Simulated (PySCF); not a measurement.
Compound: benzocycloheptatriene, C11H10.
Bonds: C1–C2 (double), C2–C3, C3–C4, C4–C5 (aromatic), C5–C6 (aromatic), C6–C7 (aromatic), C7–C8 (aromatic), C8–C9 (aromatic), C9–C10, C10–C11 (double), C1–C11, C4–C9 (aromatic). Hydrogens: H12 on C1; H13 on C2; H14, H15 on C3; H16 on C5; H17 on C6; H18 on C7; H19 on C8; H20 on C10; H21 on C11.

The closed-shell ground state was solved at several levels (PySCF, density fitting, gas phase, non-relativistic). Geometry: PBE0-D3(BJ)/def2-SVP, one conformer, isolated molecule.

```tsv
level	basis functions	total energy (Eh)	HOMO (eV)	LUMO (eV)	gap (eV)	dipole (D)
B3LYP/pcJ-1	397	-425.1872	-6.06	-1.38	4.68	0.21
PBE0/pcSseg-1	237	-424.6023	-6.29	-1.24	5.05	0.22
PBE0/def2-SVPD	300	-424.3740	-6.28	-1.26	5.02	0.21
```

(1) What might HF/pcSseg-2 (536 basis functions) give for the same quantities?

(2) Over all these levels, which gives the widest orbital gap and which the narrowest?

(3) How far do the dipole and the HOMO energy spread over the levels?

Answers

(1) Total energy -422.4698 Eh, HOMO -7.97 eV, LUMO 2.21 eV, gap 10.18 eV, dipole 0.24 D.

(2) HF/pcSseg-2 (Hartree–Fock, all exact exchange) has the widest, 10.18 eV, and B3LYP/pcJ-1 (global hybrid, 20 % exact exchange) the narrowest, 4.68 eV. Functional and basis both differ between the two, so the spread mixes both effects. The HOMO need not be the same orbital at Hartree–Fock and at DFT levels.

(3) The dipole runs from 0.21 to 0.24 D (mean 0.22 D) and the HOMO from -7.97 to -6.06 eV.
